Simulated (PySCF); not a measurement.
Be⁺ (beryllium, charge +1): UHF calculation

Configuration: [He] 2s1, 2S determinant. Computed with PySCF 2.14 in aug-cc-pVDZ, with the non-relativistic Hamiltonian (point nucleus).

* Total energy: -14.275632 hartree
* One-electron energy: -17.5889 hartree
* Hartree (Coulomb) energy: 5.8136 hartree
* Exchange energy: -2.5003 hartree
* Kinetic energy: 14.20695 hartree
* ⟨S²⟩: 0.7500
* ⟨L²⟩: 0.000
* Sum of ⟨r⟩: 3.141 bohr
* Sum of ⟨r²⟩: 6.713 bohr²
* Density at the nucleus (Gaussians lack the cusp): 33.4 bohr⁻³
* Spin density at the nucleus: 0.615 bohr⁻³
* Langevin diamagnetic susceptibility: -5.32 ×10⁻⁶ cm³/mol
* Time after the integrals: 0.03 s of wall time on 1 thread of Intel(R) Xeon(R) 6975P-C (shared host)

| shell | electrons | mean orbital energy (eV) | rms radius, mean of both spins (bohr) |
| --- | --- | --- | --- |
| 1s α | 1 | -140.54 | 0.482 |
| 1s β | 1 | -139.67 | 0.482 |
| 2s α | 1 | -18.092 | 2.50 |
